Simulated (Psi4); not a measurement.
Calculation: SAPT0/jun-cc-pVDZ, frozen core (Psi4).

Psi4 input:

```
molecule {
0 1
C 1.28167167 -0.18445617 0.01434043
C 0.01525358 0.64203146 -0.02594043
C -1.28901836 -0.12403523 -0.00125502
O 0.04394063 1.84948269 -0.07582636
H 1.32258895 -0.84929340 -0.85235437
H 1.29058640 -0.82147148 0.90228385
H 2.15258230 0.46643499 0.01816756
H -2.12818468 0.56532869 -0.05350447
H -1.33224175 -0.82473409 -0.83885500
H -1.35717873 -0.71928747 0.91294380
--
0 1
B -1.45044514 -1.56318451 3.34422387
N -0.14294611 -2.12355712 3.22444843
B 1.04899875 -1.35257885 3.37596107
N 0.89156703 0.03765194 3.65978175
B -0.38483108 0.66302826 3.79271846
N -1.53488231 -0.16679977 3.62888798
H -2.42881033 -2.23198672 3.21224693
H -0.05750234 -3.10643786 3.02380874
H 2.12850084 -1.84798310 3.27004833
H 1.71769279 0.60225025 3.77093321
H -0.48587810 1.82721681 4.03012507
H -2.44628520 0.25150527 3.71802174
units angstrom
symmetry c1
no_reorient
no_com
}
set basis jun-cc-pvdz
set scf_type df
set freeze_core true
energy('sapt0')
```

Part of the output:

```
    SAPT Results
  --------------------------------------------------------------------------------------------------------
    Electrostatics                 -3.17207018 [mEh]      -1.99050409 [kcal/mol]      -8.32826911 [kJ/mol]
      Elst10,r                     -3.17207018 [mEh]      -1.99050409 [kcal/mol]      -8.32826911 [kJ/mol]

    Exchange                        9.96151554 [mEh]       6.25094537 [kcal/mol]      26.15395544 [kJ/mol]
      Exch10                        9.96151554 [mEh]       6.25094537 [kcal/mol]      26.15395544 [kJ/mol]
      Exch10(S^2)                   9.92345383 [mEh]       6.22706129 [kcal/mol]      26.05402444 [kJ/mol]

    Induction                      -1.36612210 [mEh]      -0.85725456 [kcal/mol]      -3.58675308 [kJ/mol]
      Ind20,r                      -2.69397962 [mEh]      -1.69049774 [kcal/mol]      -7.07304253 [kJ/mol]
      Exch-Ind20,r                  2.07575222 [mEh]       1.30255418 [kcal/mol]       5.44988670 [kJ/mol]
      delta HF,r (2)               -0.74789469 [mEh]      -0.46931100 [kcal/mol]      -1.96359724 [kJ/mol]

    Dispersion                     -7.19497251 [mEh]      -4.51491341 [kcal/mol]     -18.89039773 [kJ/mol]
      Disp20                       -8.01336533 [mEh]      -5.02846266 [kcal/mol]     -21.03908777 [kJ/mol]
      Exch-Disp20                   0.81839281 [mEh]       0.51354924 [kcal/mol]       2.14869004 [kJ/mol]
      Disp20 (SS)                  -4.00668266 [mEh]      -2.51423133 [kcal/mol]     -10.51954388 [kJ/mol]
      Disp20 (OS)                  -4.00668266 [mEh]      -2.51423133 [kcal/mol]     -10.51954388 [kJ/mol]
      Exch-Disp20 (SS)              0.48974341 [mEh]       0.30731863 [kcal/mol]       1.28582115 [kJ/mol]
      Exch-Disp20 (OS)              0.32864940 [mEh]       0.20623061 [kcal/mol]       0.86286888 [kJ/mol]

  Total HF                          5.42332326 [mEh]       3.40318672 [kcal/mol]      14.23893325 [kJ/mol]
  Total SAPT0                      -1.77164926 [mEh]      -1.11172669 [kcal/mol]      -4.65146448 [kJ/mol]
```
